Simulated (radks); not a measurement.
Q: The carbon anion C4-, [Ne], held by a Watson sphere: a shell of charge +4.28 at radius R that stands for the Madelung well of a crystal (potential energy -4.28/R inside, -4.28/r outside, in hartree with lengths in bohr). All-electron calculation, non-relativistic Kohn-Sham, LDA (Slater exchange, VWN5 correlation), spin-polarised, spherical densities, point nucleus. Program: a radial shooting solver on a logarithmic mesh with Libxc functionals. Response by self-consistent Sternheimer equations with the Hartree and adiabatic LDA kernel. The sphere does not respond.

| R (bohr) | e(1s) (eV) | e(2s) (eV) | e(2p) (eV) | <r> 2p (bohr) | sum of <r^2> (bohr^2) | X-ray form factor at sin(theta)/lambda = 0.2 1/angstrom | alpha (bohr^3) |
|---|---|---|---|---|---|---|---|
| 2.02 | -265.35 | -18.551 | -10.285 | 1.946 | 35.07 | 4.422 | 21.60 |
| 2.1 | -265.53 | -18.084 | -9.960 | 1.991 | 36.64 | 4.316 | 23.74 |
| 2.4 | -266.15 | -16.515 | -8.859 | 2.161 | 42.75 | 3.981 | 33.42 |
| 2.42 | -266.19 | -16.420 | -8.792 | 2.173 | 43.17 | 3.962 | 34.17 |
| 2.67 | -266.60 | -15.334 | -8.012 | 2.314 | 48.58 | 3.757 | 44.89 |
| 3.03 | -267.02 | -14.062 | -7.064 | 2.518 | 56.90 | 3.557 | 65.43 |
| 3.49 | -267.32 | -12.860 | -6.106 | 2.785 | 68.57 | 3.429 | 103.0 |
| 3.75 | -267.41 | -12.351 | -5.668 | 2.939 | 75.74 | 3.402 | 131.1 |

Estimate the row for R = 1.87 bohr.

A: e(1s) (eV) -265.02; e(2s) (eV) -19.478; e(2p) (eV) -10.935; <r> 2p (bohr) 1.859; sum of <r^2> (bohr^2) 32.20; X-ray form factor at sin(theta)/lambda = 0.2 1/angstrom 4.638; alpha (bohr^3) 18.03.
